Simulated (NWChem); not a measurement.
System: SrO; SMILES [O]=[Sr]

```xyz
2

Sr     0.0000     0.0000    -0.3237
O      0.0000     0.0000     1.6286
```
Atoms are numbered in this order, from 1.

Program: NWChem. Coordinates come from a PBE0/def2-SVP (def2 core potentials past Kr) optimisation. GIAO values for the isolated, static molecule; σ is the absolute isotropic shielding, δ = σ(reference) − σ with the isolated reference molecule computed at the same levels (17O: water). Spin-orbit effects, on the heavy nuclei and on their neighbours, are missing.

Problem. What does the run give for PBE0/x2c-SVPall-s, scalar ZORA without spin-orbit coupling? Quantities: σ Sr1 (ppm); δ O2 (ppm).

Solution. The σ Sr1 (ppm) is 3253.4 and the δ O2 (ppm) comes out as 937.5.
